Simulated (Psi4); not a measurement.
A dimer, H4OSi ··· O2S (SMILES O[SiH3] and O=S=O), singlet; the first 6 atoms form monomer A.

```
9

Si    -0.3992    -0.0145     0.0183
O      1.1399     0.5796    -0.0769
H     -0.6089    -0.7929     1.2644
H     -0.7173    -0.8961    -1.1325
H     -1.2875     1.1640     0.0078
H      1.8729    -0.0401    -0.0811
O      3.7914     1.0009     1.4212
S      2.7489     1.9674     1.6418
O      1.9137     1.8347     2.8055
```

Q: What interaction energy does SAPT0/jun-cc-pVDZ, frozen core run with Psi4 give, and which attractive term is the largest?

A: Total -21.11 kJ/mol: electrostatics -41.65, exchange 43.89, induction -12.32, dispersion -11.03. The most attractive term is electrostatics.
